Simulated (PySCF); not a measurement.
Structure elucidation problem

Molecular formula: C5HF3O2. Simulated spectra:

¹H NMR (300 MHz, computed): δ 6.44 (br s, 1H).

¹³C{¹H} NMR (computed): δ 176.7, 156.7, 123.8, 106.1, 79.4.

Theoretical values (PySCF 2.14): coordinates at the GFN2-xTB level, NMR shieldings at PBE0/pcSseg-1/GIAO. No solvent model, single conformer, non-relativistic.

Chemical shifts δ = σref − σ; ¹H (σ = 31.72 ppm), ¹³C (σ = 186.93 ppm) against TMS, all at this level.

Question: What is the structure?

Answer: 
The formula gives 4 degrees of unsaturation (no ring in the answer). 5 carbon signals for 5 carbons: no two carbons are equivalent. Carbon types of the structure: 5 × C, leaving 1 H on heteroatoms. δC 176.7, 123.8: fully substituted alkene carbon. δC 156.7: carboxylic acid carbon; lone-pair donation from the attached heteroatom keeps it upfield of a ketone carbonyl. δC 106.1, 79.4: alkyne carbon. δH 6.44: hydrogen on an acid hydroxyl oxygen; exchangeable; this is the value without hydrogen bonding to other molecules.

Structure: SMILES O=C(O)C#CC(F)=C(F)F.

The shifts were computed for this structure.

The OH or NH signal is concentration- and solvent-dependent in practice; the value given is the gas-phase one. Splittings by ¹⁹F in the carbon and heteronuclear signals aren't shown, as no couplings were computed. Shifts are as computed. Against solution values, carbons near 30 ppm lie about +3 ppm off and those near 130 ppm about +5 ppm. Of 1211 compounds with measured shifts, 218 miss one by over three times the rms of a fit or turn the order of signals round; such compounds aren't used in these exercises. Hydrogen bonding in solution deshields acid and N–H amide carbonyl carbons by as much as 10 ppm beyond these values.
